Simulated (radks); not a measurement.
Results of a calculation; reference values are marked as such.
N I, 7 electrons, occupied as [He] 2s2 2p3 (the NIST ground configuration). Code: a radial shooting solver on a logarithmic mesh with Libxc functionals. Model: Dirac Kohn-Sham, LDA (Slater exchange, Perdew-Wang correlation), spin-unpolarised, spherical densities, finite nucleus; open shells are shared between the two j in proportion to 2j + 1; Fermi nuclear charge, rms radius 2.5582 fm. Some entries of the table are withheld. Estimate them.

| orbital | occ. | eigenvalue (eV) | <1/r> (bohr^-1) |
|---|---|---|---|
| 1s1/2 | 2 | -381.5011 | (1) |
| 2s1/2 | 2 | -18.4207 | 1.099 |
| 2p1/2 | 1 | -7.2518 | (2) |
| 2p3/2 | 2 | -7.2325 | (3) |

Answer. 
(1) 1s1/2 <1/r> (bohr^-1): 6.600
(2) 2p1/2 <1/r> (bohr^-1): 0.9417
(3) 2p3/2 <1/r> (bohr^-1): 0.9404
